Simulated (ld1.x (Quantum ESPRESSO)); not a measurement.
fluorine (F), ultrasoft: configuration errors across variants

```
Element                 : fluorine (F)
Generator               : ld1.x (Quantum ESPRESSO) 7.5
Type                    : ultrasoft
Functional              : PBE
Relativity              : scalar-relativistic
Frozen core             : [He]
Valence charge          : 7
Reference configuration : 2s2 2p4 (charge +1)
Partial waves           : 2s (bound): rcut 0.55, rcutus 0.60 bohr; 2s channel at -3.05 Ry: rcut 0.55, rcutus 0.60 bohr; 2p (bound): rcut 0.95, rcutus 1.05 bohr; 2p channel at -0.4 Ry: rcut 0.95, rcutus 1.05 bohr; 3d channel at 0.1 Ry: rcut 0.90, rcutus 1.00 bohr
Local potential         : all-electron potential smoothed inside 1.00 bohr (lloc = -1)
Core correction         : Bessel-smoothed model core inside 0.40 bohr
Augmentation charge     : PSQ, inside the norm-conserving radii
```

All-electron excitation energies from the reference (eV): (1) 2s2 2p5 -19.390; (2) 2s2 2p3 38.385; (3) 2s2 2p2 99.022; (4) 2s2 2p4.5 -11.847; (5) 2s1 2p6 -0.577; (6) 2s2 2p5.3 -22.060; (7) 2s2 2p1 184.824.

2 further variants failed, have other tests or too few solved ones, and are left out.

A true bound ghost makes a file unfit for plane-wave use even where its test errors are small: the radial tests pick states by their node count and pass the ghost by.

Errors AE − PS in meV (a dash: test not solved or not reliable):

```csv
change,(1),(2),(3),(4),(5),(6),(7),bound ghosts
base,-4.8,-23,-131,-1.6,-13,-6.4,-374,none
"waves 2s (bound): rcut 0.54, rcutus 0.58 bohr; 2s channel at -3.05 Ry: rcut 0.54, rcutus 0.58 bohr",-4.7,-23,-130,-1.6,-11,-6.3,-371,none
"waves 2s (bound): rcut 0.55, rcutus 0.82 bohr; 2s channel at -3.05 Ry: rcut 0.55, rcutus 0.82 bohr",-5.2,-24,-136,-1.7,-25,-7.0,-386,none
"waves 2s (bound): rcut 0.55, rcutus 0.90 bohr; 2s channel at -3.05 Ry: rcut 0.55, rcutus 0.90 bohr",-5.3,-24,-136,-1.7,-28,-7.1,-384,none
```

(1) Give the same row for: waves 2s (bound): rcut 0.55, rcutus 0.68 bohr; 2s channel at -3.05 Ry: rcut 0.55, rcutus 0.68 bohr.

Answers

(1) -5.1, -24, -138, -1.7, -19, -6.8, -399; bound ghosts: s.
